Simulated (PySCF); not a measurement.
System (SMILES): NB(F)F.
Geometry (B3LYP-D3(BJ)/def2-TZVP, fixed):
```
B
F 1 1.3346
F 1 1.3346 2 117.54
N 1 1.3941 2 121.23 3 -180.00
H 4 1.0045 1 122.46 2 0.00
H 4 1.0045 5 115.08 1 180.00
```
Charge 0, spin multiplicity 1.

Basis-set convergence of the mean static polarisability at PBE with PySCF. All functions are spherical. Density fitting with generated auxiliary sets. In sets without p functions on hydrogen, species with hydrogen take exact integrals. Species with rotatable bonds are taken in one conformer. No added dispersion term, no relativity. Reference: the value in d-aug-cc-pVTZ, 26.33 bohr³, itself unsure by roughly 0.5 % (its mean distance from aug-pcseg-2, aug-cc-pVTZ). Deviations are taken from unrounded values. Cost is core time over that of pcseg-1, rough, on shared machines of one kind; a dash marks a row that isn't timed (too short, read off another run, short of memory, by another algorithm or on other hardware).

```csv
basis,functions,mean static polarisability (bohr³),minus reference (%),cost
pcseg-0,40,15.25,-42.1,-
pcseg-1,66,18.43,-30.0,1×
aug-pcseg-1,110,26.10,-0.9,2×
pcseg-2,148,22.91,-13.0,3×
aug-pcseg-2,230,26.21,-0.5,8×
pcseg-3,306,25.58,-2.9,10×
```

The smallest set listed that lies within 5 % of the reference with all its larger relatives (same family, alike in diffuse functions; a set with none counts only in the reference's own line) is aug-pcseg-1 (110 functions, 2× in cost, -0.9 % off). Inside, with no larger relative to test it: pcseg-3.
